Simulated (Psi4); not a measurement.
Psi4 input (wB97X-D/6-311+G**):

```
memory 1500 MB

molecule {
-1 1
O    -0.50769900   -1.83231500    0.14527100
Si   -0.44246900   -0.28539800    0.07857200
O    -1.05433200    0.64038500    1.35312600
O    -1.27354900    0.42296900   -1.23102900
Si    1.78420100    0.50641800   -0.13197900
H    -1.73700600    1.23499700    1.02861700
H    -1.49799300   -0.28191100   -1.84657100
H     1.95653500    1.99285100   -0.27352800
H     2.67136900    0.15709500    1.02407600
H     2.50749500   -0.04561800   -1.32384200
symmetry c1
no_reorient
no_com
}

set {
  basis 6-311+G**
  reference rks
  scf_type df
  df_basis_scf def2-universal-jkfit
  dft_radial_points 99
  dft_spherical_points 590
  e_convergence 1e-8
  d_convergence 1e-7
  maxiter 150
}

e = energy('wb97x-d')
print_out(f'\nFINAL {e:.10f} DIPOLE {variable("CURRENT DIPOLE")[0]:.6f} {variable("CURRENT DIPOLE")[1]:.6f} {variable("CURRENT DIPOLE")[2]:.6f}\n')
```

From the output:

```
     135A      5.235380   136A      5.268608   137A      5.274203
     138A      5.303537   139A      5.384816   140A      5.404484
     141A      5.481577   142A      5.754439   143A      5.788378
     144A      5.868417   145A      6.155356   146A     11.663268
     147A     11.706042   148A     11.708948   149A     11.751626
     150A     11.764340   151A     11.910732   152A     50.202009
     153A     50.218813   154A     50.285130   155A    141.385702
     156A    141.611634

    Final Occupation by Irrep:
              A
    DOCC [    29 ]
    NA   [    29 ]
    NB   [    29 ]

  @DF-RKS Final Energy:  -807.85321297113398

   => Energetics <=

    Nuclear Repulsion Energy =            301.8045025832468582
    One-Electron Energy =               -1729.9376000768950234
    Two-Electron Energy =                 670.1566267275458131
    DFT Exchange-Correlation Energy =     -49.8734207982234565
    Empirical Dispersion Energy =          -0.0033214068081494
    VV10 Nonlocal Energy =                  0.0000000000000000
    Total Energy =                       -807.8532129711339849

Computation Completed

Properties will be evaluated at   0.000000,   0.000000,   0.000000 [a0]

Properties computed using the SCF density matrix

 Multipole Moments:

 ------------------------------------------------------------------------------------
     Multipole            Electronic (a.u.)      Nuclear  (a.u.)        Total (a.u.)
 ------------------------------------------------------------------------------------

 L = 1.  Multiply by 2.5417464519 to convert [e a0] to [Debye]
 Dipole X            :         -0.2434658            0.0000151           -0.2434506
 Dipole Y            :          1.3241008            0.0000113            1.3241122
 Dipole Z            :         -0.6254130           -0.0000038           -0.6254168
 Magnitude           :                                                    1.4844822

 ------------------------------------------------------------------------------------

FINAL -807.8532129711 DIPOLE -0.243451 1.324112 -0.625417

*** Psi4 exiting successfully. Buy a developer a beer!
```

The dipole moment of an ion depends on the origin.

The geometry given is a B3LYP-D3(BJ)/def2-TZVP minimum.
